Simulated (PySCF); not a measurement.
Geometries of 2 isomers of CH9GeNSi, from PBE0-D3(BJ)/def2-SVP geometry optimisation, gas phase (PySCF 2.14.0). One conformer each, no zero-point energy, no frequencies.

Question: Which isomer lies lower at this level?
A.
```xyz
13
angstrom
C      0.190    1.086    0.305
N     -0.195   -0.253   -0.109
Si    -1.889   -0.637   -0.192
Ge     1.151   -1.510   -0.191
H      0.315    1.189    1.400
H     -0.568    1.826   -0.007
H      1.141    1.393   -0.165
H     -2.570   -0.661    1.146
H     -2.597    0.395   -1.015
H     -2.032   -1.986   -0.815
H      2.298   -0.899   -1.022
H      0.580   -2.771   -0.856
H      1.689   -1.850    1.218
```
B.
```xyz
13
angstrom
C     -2.320    0.049    0.451
Ge    -0.685   -0.690   -0.304
N      0.659    0.544   -0.039
Si     2.372    0.307   -0.149
H     -2.616    0.958   -0.094
H     -3.140   -0.679    0.377
H     -2.171    0.303    1.510
H     -0.280   -2.006    0.396
H     -0.863   -0.976   -1.813
H      0.336    1.471    0.219
H      3.030    1.632   -0.371
H      2.682   -0.607   -1.293
H      2.986   -0.307    1.074
```

Answer: B. That is `[CH3][GeH2][NH][SiH3]`, 14.2 kcal/mol below the other.

```tsv
SMILES	atoms numbered as above	E (Eh)	relative (kcal/mol)	relative (kJ/mol)	dipole (D)
[CH3][GeH2][NH][SiH3]	[CH3:1][GeH2:2][NH:3][SiH3:4]	-2463.87216	0.0	0.0	1.86
C[N]([SiH3])[GeH3]	[CH3:1][N:2]([SiH3:3])[GeH3:4]	-2463.84954	14.2	59.4	0.82
```

As drawn, the lower has an N–H bond, which the higher lacks.
